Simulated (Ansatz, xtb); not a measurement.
**Ranking isomers of CH7NSn**

5 gas-phase structures of CH7NSn, found in a search over its isomers (lower ones may exist). Each was relaxed with GFN2-xTB:

A. `C[NH][SnH3]`, a singlet
B. a singlet given by its coordinates
C. `[CH3][SnH2][NH2]`, a singlet
D. `N[CH2][SnH3]`, a singlet
E. a singlet given by its coordinates

E (Å):

```csv
atom,x (Å),y (Å),z (Å)
C,-1.3387,2.1570,0.1162
N,1.3793,1.0433,-1.2826
Sn,-0.8901,1.6401,-2.0399
H,-1.4817,1.2610,0.7200
H,-2.2591,2.7332,0.1874
H,-0.5572,2.7488,0.5861
H,-0.1717,3.2684,-2.3849
H,1.6530,1.8208,-0.6965
H,1.4148,0.2008,-0.7244
H,2.0514,0.9658,-2.0338
```

Close contacts (Å): C1–Sn3 2.26, N2–Sn3 2.47, C1–H4 1.09, C1–H5 1.09, C1–H6 1.09, N2–H8 1.01, N2–H9 1.01, N2–H10 1.01, Sn3–H7 1.81.

B (Å):

```xyz
10

C    -1.0960    1.5886   -0.7945
N     0.2070    1.0544   -1.1682
Sn    2.0868    2.4789   -0.5247
H    -1.2199    2.5584   -1.2655
H    -1.9163    0.9290   -1.0896
H    -1.1138    1.7348    0.2805
H     0.3367    0.1462   -0.7345
H     0.2406    0.9168   -2.1729
H     1.2553    2.6462    1.0561
H     1.0979    3.8467   -1.1323
```

Close contacts (Å): C1–N2 1.46, N2–Sn3 2.44, C1–H4 1.09, C1–H5 1.09, C1–H6 1.09, N2–H7 1.01, N2–H8 1.01, Sn3–H9 1.79, Sn3–H10 1.79.

Problem. Estimate their order in r2SCAN-D4/def2-SVP energy at these geometries, lowest first.

Solution. Calculated order at r2SCAN-D4/def2-SVP: E (0.0), B (8.0), C (11.4), A (24.9), D (27.3) kcal/mol.

Energies above the lowest of each column, in kcal/mol; the last columns are at PBE-D3(BJ)/def2-SVP geometries and were run for some of them only (a dash: not run or not comparable):

| structure | GFN2-xTB | HF/STO-3G | r2SCAN-D4/def2-SVP | PBE-D3(BJ)/def2-SVP | CCSD(T)/def2-TZVP |
| --- | --- | --- | --- | --- | --- |
| E | 9.9 | 42.5 | 0.0 | 0.0 | 0.0 |
| B | 0.0 | 53.4 | 8.0 | 7.4 | 11.4 |
| C | 37.9 | 0.0 | 11.4 | 12.2 | 3.9 |
| A | 32.1 | 10.5 | 24.9 | – | – |
| D | 38.5 | 28.7 | 27.3 | – | – |

CCSD(T)/def2-TZVP puts E lowest of those it was run on; GFN2-xTB picks B, HF/STO-3G picks C. CCSD(T)/def2-TZVP orders those it was run on as E (0.0), C (3.9), B (11.4) kcal/mol. Flexible structures stand in one conformer each, not always the lowest. Frequencies (PBE-D3(BJ)/def2-SVP) were run for B, C, E alone. Atoms past krypton carry core potentials in the def2 sets, without spin–orbit terms.

Over these structures GFN2-xTB departs from r2SCAN-D4/def2-SVP by 7.8 kcal/mol on average once a common shift is removed. A GFN2-xTB relaxation took about 0.052 s and the r2SCAN-D4/def2-SVP energy about 1.4 s on a shared host (Ansatz 0.2.0, xtb 6.7.1).
